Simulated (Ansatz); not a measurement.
System: C2H3 (charge +1, singlet). It need not be the lowest isomer of its formula. SMILES: [CH][CH2+]
Structure (B3LYP-D3(BJ)/def2-TZVP (Ansatz, a first-principles code) minimum search):
```xyz
5

C     -0.5795    -0.0017    -0.0062
C      0.6720     0.0020     0.0071
H      1.7532     0.0052     0.0186
H     -1.1567     0.9359    -0.0245
H     -1.1514    -0.9427    -0.0001
```
Charge +1, spin multiplicity 1.

Property: vertical ionisation energy (to the doublet state of charge +2; each state is the SCF solution reached for its spin; for the singlet T1 is 0.026), in eV. Correlated levels leave the core frozen unless marked. Open shells are spin-unrestricted. No spin-orbit coupling. No relativistic terms. CBS marks a two-point X^-3 extrapolation of the correlation energy; Hartree-Fock from the larger set.

```tsv
level	program	vertical ionisation energy (eV)
CAM-B3LYP/def2-TZVPD	Ansatz	20.02
SCS-MP2/def2-QZVPPD	Ansatz	20.16
CCSD/aug-cc-pVTZ	Ansatz	20.01
CCSD(T)/CBS(def2-TZVPPD,def2-QZVPPD)	Ansatz	…
```

Fill in the missing entries.


- CCSD(T)/CBS(def2-TZVPPD,def2-QZVPPD), vertical ionisation energy (eV): 20.21
